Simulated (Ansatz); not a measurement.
ZrTe₂, 3 atoms. Hardware: 4 threads of Arm Neoverse V1 on a shared host.

In the def2 sets Te, Zr take a core potential; there is no spin–orbit coupling.

**Question.** How many basis functions does each of these Ansatz runs have, and roughly what does it cost? PBE0-D4/def2-SVP, charge 0 unrestricted singlet, energy with a search over starts; PBE-D4/def2-TZVP, charge 0 triplet, energy, from earlier orbitals; r2SCAN0-D4/def2-TZVP, charge 0 triplet, energy, from earlier orbitals; PBE with 5 % exact exchange/def2-TZVP, charge 0 triplet, energy, from earlier orbitals; PBE with 35 % exact exchange/def2-TZVP, charge 0 quintet, energy, from earlier orbitals; PBE-D4/def2-TZVP, charge 0 triplet, relaxation, 4 steps; r2SCANh-D4/def2-TZVP, charge 0 quintet, energy, from earlier orbitals; PBE0-D4/def2-TZVP, charge 0 unrestricted singlet, energy, from earlier orbitals; PBE0-D4/def2-TZVP, charge 1 doublet, energy, from earlier orbitals; PBE with 10 % exact exchange/def2-TZVP, charge 0 quintet, energy, from earlier orbitals; PBE0-D4/def2-TZVP, charge 0 triplet, energy, from earlier orbitals; r2SCAN-D4/def2-TZVP, charge 0 unrestricted singlet, energy, from earlier orbitals.

**Answer.** Other jobs shared the machine, so times can vary by a factor of up to 3. A dash marks memory too small to be measured apart from the calling script's.

```csv
run,functions,fitting or Cholesky vectors,wall time,peak host memory (GiB)
"PBE-D4/def2-TZVP, charge 0 triplet, energy, from earlier orbitals",140,1093,3.1 s,–
"PBE0-D4/def2-SVP, charge 0 unrestricted singlet, energy with a search over starts",83,996,3.7 s,–
"PBE with 5 % exact exchange/def2-TZVP, charge 0 triplet, energy, from earlier orbitals",140,1093,4.2 s,–
"PBE0-D4/def2-TZVP, charge 1 doublet, energy, from earlier orbitals",140,1275,4.6 s,–
"PBE0-D4/def2-TZVP, charge 0 triplet, energy, from earlier orbitals",140,1275,5.5 s,–
"r2SCAN-D4/def2-TZVP, charge 0 unrestricted singlet, energy, from earlier orbitals",140,1093,7 s,–
"PBE0-D4/def2-TZVP, charge 0 unrestricted singlet, energy, from earlier orbitals",140,1275,7.5 s,–
"PBE-D4/def2-TZVP, charge 0 triplet, relaxation, 4 steps",140,1093,9 s,–
"PBE with 10 % exact exchange/def2-TZVP, charge 0 quintet, energy, from earlier orbitals",140,1099,10 s,0.67
"PBE with 35 % exact exchange/def2-TZVP, charge 0 quintet, energy, from earlier orbitals",140,1357,13 s,0.71
"r2SCANh-D4/def2-TZVP, charge 0 quintet, energy, from earlier orbitals",140,1099,22 s,0.75
"r2SCAN0-D4/def2-TZVP, charge 0 triplet, energy, from earlier orbitals",140,1275,23 s,0.79
```
